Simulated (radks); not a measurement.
The lithium anion Li-, [He] 2s2, held by a Watson sphere: a shell of charge +1 at radius R that stands for the Madelung well of a crystal (potential energy -1/R inside, -1/r outside, in hartree with lengths in bohr). Calculated with a radial shooting solver on a logarithmic mesh with Libxc functionals: non-relativistic Kohn-Sham, LB94 model potential, spin-unpolarised, spherical densities, point nucleus. Response by self-consistent Sternheimer equations with the Hartree and adiabatic LDA kernel. The sphere does not respond.

R (bohr),e(1s) (eV),e(2s) (eV),<r> 2s (bohr),sum of <r^2> (bohr^2),X-ray form factor at sin(theta)/lambda = 0.3 1/angstrom,alpha (bohr^3)
1.59,-66.795,-7.403,3.101,23.79,1.495,79.49
2.8,-62.535,-6.486,3.553,30.62,1.503,119.1
2.88,-62.436,-6.421,3.584,31.15,1.504,122.7
3.3,-62.044,-6.093,3.749,33.99,1.509,143.4
3.52,-61.896,-5.929,3.831,35.48,1.511,155.2
3.69,-61.798,-5.806,3.893,36.63,1.512,164.7
